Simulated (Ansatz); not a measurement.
Reaction (redistribution): `[SiH3]O[SiH](Cl)O[SiH3]` + `B[SiH2][SiH3]` → `B[SiH](Cl)O[SiH3]` + `[SiH3]O[SiH2][SiH3]`

Isolated molecules relaxed with PBE0-D4/def2-TZVP in Ansatz; ΔE leaves out vibrations. CCSD(T)/CBS adds triple-zeta CCSD(T) − MP2 to the extrapolated MP2 energy (def2 sets, frozen cores). DFT in def2-TZVPP. B3LYP here is the variant with VWN-RPA as its local correlation; programs differ in this. Each species was taken in one conformer, which may not be the lowest.

`[SiH3]O[SiH](Cl)O[SiH3]`:

Z-matrix (Å, degrees):
```
Si
O 1 1.644
H 1 1.482 2 107.5
H 1 1.485 2 109.8 3 119.5
H 1 1.484 2 109.9 3 -119.8
Si 2 1.613 1 145.9 3 -176.1
O 6 1.613 2 111.3 1 79.9
Cl 6 2.054 2 108.7 1 -39.8
H 6 1.467 2 109.4 1 -158.9
Si 7 1.644 6 145.3 2 -87.7
H 10 1.483 7 109.9 6 -70.6
H 10 1.485 7 109.9 6 50.1
H 10 1.482 7 107.5 6 169.7
```

`B[SiH2][SiH3]`:

Cartesian coordinates in Å:
```
B 1.008 -1.610 0.017
Si 0.950 0.377 0.032
Si -1.361 0.834 -0.034
H 0.940 -2.235 1.035
H 1.007 -2.215 -1.014
H 1.564 1.029 -1.158
H 1.490 1.011 1.268
H -2.036 0.269 1.164
H -1.975 0.235 -1.249
H -1.587 2.305 -0.061
```

`B[SiH](Cl)O[SiH3]`:

Cartesian coordinates in Å:
```
B 0.183 2.464 -0.449
Si 0.333 0.750 0.564
Cl -1.327 0.957 1.796
O 0.177 -0.578 -0.361
Si -0.185 -2.180 -0.377
H -0.476 2.523 -1.443
H 0.663 3.469 -0.019
H 1.498 0.566 1.464
H 0.561 -2.882 0.699
H -1.642 -2.371 -0.174
H 0.216 -2.718 -1.699
```

`[SiH3]O[SiH2][SiH3]`:

Cartesian coordinates in Å:
```
Si 0.622 2.090 0.066
O 0.144 0.940 -0.992
Si -0.354 -0.612 -1.173
Si -0.382 -1.760 0.874
H 0.657 1.526 1.443
H 1.977 2.567 -0.305
H -0.333 3.226 0.024
H 0.563 -1.298 -2.123
H -1.718 -0.611 -1.768
H -1.316 -1.114 1.836
H 0.975 -1.798 1.484
H -0.836 -3.158 0.635
```

(1) Is it downhill or uphill in electronic energy at CCSD(T)/CBS, and by how much? (Estimate.)

(2) What do these levels give: PBE-D4, r2SCAN-D4, PBE0-D4, ωB97M-V, r2SCAN, B3LYP, SCS-MP2/def2-TZVPP, CCSD(T)/def2-TZVPP, MP2/def2-QZVPP, SCS-MP2/def2-QZVPP, HF/CBS(def2), CCSD/CBS(def2)? (An estimate is asked.)

Largest T1 diagnostic among the species: 0.014.

Results:

(1) Computed: Uphill: ΔE = +52.1 kJ/mol.

(2) The calculation gave: PBE-D4 53.3, r2SCAN-D4 56.5, PBE0-D4 53.9, ωB97M-V 52.6, r2SCAN 55.9, B3LYP 47.2, SCS-MP2/def2-TZVPP 48.7, CCSD(T)/def2-TZVPP 53.1, MP2/def2-QZVPP 52.3, SCS-MP2/def2-QZVPP 48.2, HF/CBS(def2) 44.2, CCSD/CBS(def2) 50.6 kJ/mol.

In def2-TZVPP, CCSD(T) changes the Hartree–Fock value by +9.1 kJ/mol (the triples alone add +1.5 kJ/mol) and MP2 by +8.9 kJ/mol.
